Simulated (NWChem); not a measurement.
System: CdNH$_{2}$F; SMILES [NH2][Cd][F]

The following NWChem deck was run.

```
start job
memory heap 200 mb stack 900 mb global 1100 mb
geometry units angstroms noautoz
  Cd     0.493958    -0.268170     0.039979
  F     -0.009490    -2.130691     0.046925
  N      1.028943     1.656301     0.037786
  H      0.488919     2.189681    -0.643577
  H      2.005731     1.765753    -0.235839
end
basis spherical
  Cd library def2-svp
  F library def2-svp
  N library def2-svp
  H library def2-svp
end
ecp
  Cd library def2-ecp
end
dft
  xc b3lyp
  iterations 150
end
tddft
  cis
  nroots 8
end
task tddft energy
```

NWChem printed, in part:

```
             Northwest Computational Chemistry Package (NWChem) 7.3.0
             --------------------------------------------------------

 C1  symmetry detected

                             Geometry "geometry" -> ""
                             -------------------------

 Output coordinates in angstroms (scale by  1.889725989 to convert to a.u.)

  No.       Tag          Charge          X              Y              Z
 ---- ---------------- ---------- -------------- -------------- --------------
    1 Cd                  48.0000    -0.00221585    -0.02071194     0.01439204
    2 F                    9.0000     0.00521647    -1.94979616    -0.01834070
    3 N                    7.0000     0.00515397     1.97641182     0.04967310
    4 H                    1.0000    -0.80172081     2.35817243    -0.44387286
    5 H                    1.0000     0.82505541     2.34928335    -0.42959052

 Effective nuclear repulsion energy (a.u.)     245.6647041028

                                 NWChem DFT Module
                                 -----------------

 Summary of "ao basis" -> "ao basis" (spherical)
 ------------------------------------------------------------------------------
       Tag                 Description            Shells   Functions and Types
 ---------------- ------------------------------  ------  ---------------------
 Cd                         def2-svp                11       31   5s3p2d1f
 F                          def2-svp                 6       14   3s2p1d
 N                          def2-svp                 6       14   3s2p1d
 H                          def2-svp                 3        5   2s1p

            General Information
            -------------------
          SCF calculation type: DFT
          Wavefunction type:  closed shell.
          No. of atoms     :     5
          No. of electrons :    38
           Alpha electrons :    19
            Beta electrons :    19
          Charge           :     0
          Spin multiplicity:     1
          Use of symmetry is: off; symmetry adaption is: off
          Maximum number of iterations: 150
          AO basis - number of functions:    69
                     number of shells:    29
          Convergence on energy requested:  1.00D-06
          Convergence on density requested:  1.00D-05
          Convergence on gradient requested:  5.00D-04

              XC Information
              --------------
                         B3LYP Method XC Potential
                     Hartree-Fock (Exact) Exchange  0.200
                        Slater Exchange Functional  0.800 local
                    Becke 1988 Exchange Functional  0.720 non-local
              Lee-Yang-Parr Correlation Functional  0.810
                  VWN I RPA Correlation Functional  0.190 local

             Grid Information
             ----------------
          Grid used for XC integration:  medium
          Radial quadrature: Mura-Knowles
          Angular quadrature: Lebedev.
          Tag              B.-S. Rad. Rad. Pts. Rad. Cut. Ang. Pts.
          ---              ---------- --------- --------- ---------
          Cd                  1.55      123           9.0       590
          F                   0.50       49          11.0       434
          N                   0.65       49           8.0       434
          H                   0.35       45          10.0       434
          Grid pruning is: on
          Number of quadrature shells:   311
          Spatial weights used:  Erf1

      Superposition of Atomic Density Guess
      -------------------------------------

 Sum of atomic energies:        -346.50893700

      Non-variational initial energy
      ------------------------------

 Total energy =    -321.733914
 1-e energy   =    -736.101469
 2-e energy   =     301.365836
 HOMO         =      -0.341008
 LUMO         =      -0.081396

   convergence    iter        energy       DeltaE   RMS-Dens  Diis-err
 ---------------- ----- ----------------- --------- --------- ---------
 d= 0,ls=0.0,diis     1   -323.3582199944 -4.36D+02  2.87D-02  7.96D-01
 d= 0,ls=0.0,diis     2   -322.9931769931  3.65D-01  1.73D-02  4.96D+00
 d= 0,ls=0.0,diis     3   -323.4509814110 -4.58D-01  4.41D-03  8.51D-02
 d= 0,ls=0.0,diis     4   -323.4539428042 -2.96D-03  2.07D-03  6.20D-02
 d= 0,ls=0.0,diis     5   -323.4609398364 -7.00D-03  2.23D-04  4.00D-04
  Resetting Diis
 d= 0,ls=0.0,diis     6   -323.4609750999 -3.53D-05  7.49D-05  4.14D-05
 d= 0,ls=0.0,diis     7   -323.4609791651 -4.07D-06  1.85D-05  8.01D-07
 d= 0,ls=0.0,diis     8   -323.4609791486  1.66D-08  1.15D-05  1.16D-06
 d= 0,ls=0.0,diis     9   -323.4609792598 -1.11D-07  3.44D-06  1.34D-07

[...]

                                NWChem TDDFT Module
                                -------------------

            General Information
            -------------------
           No. of orbitals :     138
            Alpha orbitals :      69
             Beta orbitals :      69
        Alpha frozen cores :       0
         Beta frozen cores :       0
     Alpha frozen virtuals :       0
      Beta frozen virtuals :       0
         Spin multiplicity :       1
    Number of AO functions :      69
        Use of symmetry is : off
      Symmetry adaption is : off
         Schwarz screening :  0.10D-07

              XC Information
              --------------
                  B3LYP Method XC Potential
              Hartree-Fock (Exact) Exchange   0.20
                 Slater Exchange Functional   0.80 local
             Becke 1988 Exchange Functional   0.72 non-local
       Lee-Yang-Parr Correlation Functional   0.81
           VWN I RPA Correlation Functional   0.19 local

             TDDFT Information
             -----------------
          Calculation type : Tamm-Dancoff TDDFT
         Wavefunction type : Restricted singlets & triplets
          No. of electrons :      38
           Alpha electrons :      19
            Beta electrons :      19
              No. of roots :       8
          Max subspacesize :    5600
            Max iterations :     100
               Target root :       1
           Target symmetry : none
      Symmetry restriction : off
                 Algorithm : Optimal
        Davidson threshold :  0.10D-03

    8 smallest eigenvalue differences (eV)
--------------------------------------------------------
  No. Spin  Occ  Vir  Irrep   E(Occ)    E(Vir)   E(Diff)
--------------------------------------------------------
    1    1   19   20 a        -0.252    -0.053     5.417
    2    1   19   21 a        -0.252    -0.016     6.431
    3    1   19   22 a        -0.252    -0.006     6.710
    4    1   18   20 a        -0.326    -0.053     7.416
    5    1   17   20 a        -0.327    -0.053     7.443
    6    1   16   20 a        -0.352    -0.053     8.140
    7    1   15   20 a        -0.358    -0.053     8.286
    8    1   19   23 a        -0.252     0.054     8.326
--------------------------------------------------------

  Entering Davidson iterations
  Restricted singlet excited states

  Iter   NTrls   NConv    DeltaV     DeltaE      Time
  ----  ------  ------  ---------  ---------  ---------
    1      8       0     0.25E+00   0.10+100        9.4
    2     16       0     0.10E+00   0.62E-01        9.2
    3     24       0     0.33E-01   0.14E-01        9.4
    4     32       0     0.34E-01   0.64E-02        9.2
    5     40       5     0.54E-02   0.14E-02        9.4
    6     43       6     0.68E-01   0.20E-02        6.7
    7     45       7     0.11E-01   0.46E-02        8.2
    8     46       7     0.21E-02   0.10E-03        5.3
    9     47       7     0.10E-02   0.86E-05        5.2
   10     48       7     0.20E-03   0.12E-05        5.0
   11     49       8     0.47E-04   0.33E-07        5.5
  ----  ------  ------  ---------  ---------  ---------
  Convergence criterion met

  Ground state a        -323.460979259762 a.u.

  ----------------------------------------------------------------------------
  Root   1 singlet a              0.162792139 a.u.                4.4298 eV
  ----------------------------------------------------------------------------
     Transition Moments    X  0.00325   Y  0.49760   Z  0.36268
     Dipole Oscillator Strength                    0.0411489107
     Electric Quadrupole                           0.0000000467
     Magnetic Dipole                               0.0000001504
     Total Oscillator Strength                     0.0411491078

     Occ.   16  a   ---  Virt.   20  a       -0.11697
     Occ.   17  a   ---  Virt.   20  a       -0.07108
     Occ.   19  a   ---  Virt.   20  a        0.96542
     Occ.   19  a   ---  Virt.   22  a        0.19427
     Occ.   19  a   ---  Virt.   23  a       -0.05200
  ----------------------------------------------------------------------------
  Root   2 singlet a              0.199024353 a.u.                5.4157 eV
  ----------------------------------------------------------------------------
     Transition Moments    X  0.34435   Y -0.00366   Z -0.00283
     Dipole Oscillator Strength                    0.0157361485
     Electric Quadrupole                           0.0000000315
     Magnetic Dipole                               0.0000001226
     Total Oscillator Strength                     0.0157363025

     Occ.   19  a   ---  Virt.   21  a       -0.99721
  ----------------------------------------------------------------------------
  Root   3 singlet a              0.220783657 a.u.                6.0078 eV
  ----------------------------------------------------------------------------
     Transition Moments    X -0.00656   Y  0.23584   Z  0.26170
     Dipole Oscillator Strength                    0.0182730075
     Electric Quadrupole                           0.0000001521
     Magnetic Dipole                               0.0000002769
     Total Oscillator Strength                     0.0182734365

[...]
```

Level: B3LYP/def2-SVP with def2 effective core potentials on Cd, TDA. Structure relaxed at the PBE0/def2-SVP level. B3LYP is NWChem's, with the RPA form of VWN correlation. def2 effective core potentials on Cd; no spin-orbit coupling.
